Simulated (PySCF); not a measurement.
# 19F chemical shifts

- structure optimised with GFN2-xTB
- GIAO PBE0/pcSseg-1 shieldings
- run in PySCF 2.14
- in vacuum, a single conformation, relativity neglected, equivalent nuclei averaged

Shieldings were converted by a linear fit to measured shifts: 19F: δ = 146.13 − 0.903σ +14.6 on sp3 carbon (rms 6.0 ppm, 223 shifts, 7.0 ppm with the 5 outliers that the fit left out vs CFCl3, solution or neat liquid). Occasional misses reach two or three times the rms, and more in compound classes unlike the fitted ones.

Give the 19F shifts of `O=CO[C@@H]1O[C@@H]1OC(F)F`, `CC[C@@H](C)n1ncc(F)n1`, `F[C@H]1OCCOC1(F)F`, `C#C[C@@H]1[C@@H](F)[Si@@H]1C#C`.

Results:


```tsv
compound	environment	δ (ppm)
[O:1]=[CH:2][O:3][C@@H:4]1[O:5][C@@H:6]1[O:7][CH:8]([F:9])[F:10]	F9: fluorine of a CF2 group	-80.2
[O:1]=[CH:2][O:3][C@@H:4]1[O:5][C@@H:6]1[O:7][CH:8]([F:9])[F:10]	F10: fluorine of a CF2 group	-93.4
CC[C@@H](C)n1ncc(F)n1	aryl fluorine	-146.0
[F:1][C@H:2]1[O:3][CH2:4][CH2:5][O:6][C:7]1([F:8])[F:9]	F9: fluorine of a CF2 group	-83.3
[F:1][C@H:2]1[O:3][CH2:4][CH2:5][O:6][C:7]1([F:8])[F:9]	F8: fluorine of a CF2 group	-88.5
[F:1][C@H:2]1[O:3][CH2:4][CH2:5][O:6][C:7]1([F:8])[F:9]	F1: fluorine on an sp3 carbon	-152.7
C#C[C@@H]1[C@@H](F)[Si@@H]1C#C	fluorine on an sp3 carbon	-212.4
```
